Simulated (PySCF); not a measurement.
## Excitation energy of Mn²⁺ by level of theory

Mn²⁺ [Ar] 3d5 (6S) → Mn²⁺ [Ar] 3d4 4p1 (high-spin determinant), as a difference of total energies. Calculation: PySCF 2.14, in aug-cc-pVDZ (7s6p4d2f, 59 functions); no relativity, point nucleus. Correlated levels: valence: [Ar] frozen. The calculations carry no spin-orbit coupling.

| method | excitation energy (eV) |
| --- | --- |
| UHF | 13.416 |
| MP2 (valence) | 13.992 |
| SCS-MP2 (valence) | 13.608 |
| CCSD (valence) | 13.998 |
| CCSD(T) (valence) | 14.002 |

**Question.** How much does correlation contribute at CCSD(T) (valence)?

**Answer.** 14.002 − (13.416) = 0.586 eV, measured against UHF.

The determinant of the upper state mixes LS terms, which raises its energy above the lowest term, most at the Hartree-Fock and MP2 levels.
